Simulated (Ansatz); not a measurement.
The same path of a periodic cell of 19 atoms, MgC18 (surface graphene monolayer, adsorbate Mg) was run twice with different band settings.

Computed with DFT LDA, scalar-relativistic, plane waves, PAW (Ansatz). Settings: cutoff 420 eV, k mesh 2x2x1, fermi-dirac smearing 0.05 eV, no spin polarisation.

Relaxed end points:

```xyz
19
Lattice="7.3980 0.0000 0.0000 -3.6990 6.4069 0.0000 0.0000 0.0000 12.0000" Properties=species:S:1:pos:R:3
C -0.012 0.010 0.994
C 1.221 0.723 0.997
C -1.251 2.150 0.996
C -0.019 2.855 0.996
C -2.478 4.275 0.998
C -1.251 4.989 0.996
C 2.448 0.008 0.996
C 3.675 0.723 0.996
C 1.216 2.142 0.996
C 2.448 2.847 0.997
C -0.024 4.275 0.996
C 1.210 4.987 0.992
C 4.909 0.010 0.991
C 6.147 0.725 0.992
C 3.680 2.142 0.996
C 4.915 2.855 0.996
C 2.448 4.272 0.994
C 3.687 4.987 0.995
Mg 2.425 5.711 3.054
```

```xyz
19
Lattice="7.3980 0.0000 0.0000 -3.6990 6.4069 0.0000 0.0000 0.0000 12.0000" Properties=species:S:1:pos:R:3
C -0.023 0.010 0.991
C 1.215 0.725 0.992
C -1.252 2.142 0.996
C -0.017 2.855 0.996
C -2.484 4.272 0.994
C -1.245 4.987 0.995
C 2.454 0.010 0.994
C 3.687 0.723 0.997
C 1.215 2.150 0.996
C 2.447 2.855 0.996
C -0.012 4.275 0.998
C 1.215 4.989 0.996
C 4.914 0.008 0.996
C 6.141 0.723 0.996
C 3.682 2.142 0.996
C 4.914 2.847 0.997
C 2.442 4.275 0.996
C 3.676 4.987 0.992
Mg 4.891 5.711 3.054
```

Common settings: optimiser quadratic models (default); force threshold 0.05 eV/Å; end points relaxed.

| run | movable images | climbing image | spring | start path | iteration limit |
| --- | --- | --- | --- | --- | --- |
| 1 | 3 | yes | 2.0 to 10.0 eV/Å², energy-weighted | IDPP | 80 |
| 2 | 2 | no | 5.0 eV/Å² | default | 50 |

What does each run give, and how far can it be trusted?

Run 1: converged after 11 iterations, highest image 0.027 eV above the first end. By the program's own check the climbing image is of a kind that is not told: the force calls were inconclusive, a negative curvature could not be distinguished from the path's own, the only one lies far off the path, or fixed occupations may fill a level only in part (lowest curvatures found: -0.22 and 0.11 eV/Å²).
Run 2: converged after 11 iterations, highest image 0.018 eV above the first end. No image climbed, so the highest image needn't sit at the top of the path.
Limits of this set-up: coarse k mesh, slab without dipole correction.
